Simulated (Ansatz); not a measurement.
Be₂Se₃. Total charge 0; singlet. Geometry r2SCAN-D4/def2-SVP.

Cartesian coordinates in Å:
```
Be -0.058 -0.349 1.196
Be -0.365 -0.507 -1.081
Se -0.953 -1.926 0.262
Se 0.525 1.307 -1.399
Se 0.851 1.475 1.021
```

LC-ωPBE has ω = 0.4 bohr⁻¹. The structure comes from a short search, and lower isomers may exist.

(1) Estimate the orbital energies around the gap (eV) in Ansatz with PBE-D4/def2-TZVP, r2SCAN-D4/def2-TZVP, PBE0-D4/def2-SVP, PBE0-D4/def2-TZVP, LC-ωPBE/def2-TZVP.

Results:

(1) 
```csv
orbital,PBE-D4/def2-TZVP,r2SCAN-D4/def2-TZVP,PBE0-D4/def2-SVP,PBE0-D4/def2-TZVP,LC-ωPBE/def2-TZVP
HOMO−5,-8.08,-8.40,-9.31,-9.26,-11.94
HOMO−4,-7.72,-8.03,-8.95,-8.85,-11.54
HOMO−3,-7.43,-7.75,-8.70,-8.68,-11.34
HOMO−2,-7.09,-7.37,-8.32,-8.22,-10.79
HOMO−1,-6.37,-6.65,-7.44,-7.46,-10.02
HOMO,-5.39,-5.62,-6.44,-6.44,-8.97
LUMO,-3.40,-3.30,-2.65,-2.60,-0.52
LUMO+1,-3.05,-2.73,-2.40,-2.32,-0.38
LUMO+2,-1.39,-1.09,-0.58,-0.64,1.36
LUMO+3,-0.99,-0.59,-0.14,-0.17,1.59
LUMO+4,-0.88,-0.46,-0.01,-0.17,1.71
LUMO+5,-0.74,-0.36,0.09,0.02,1.99
```
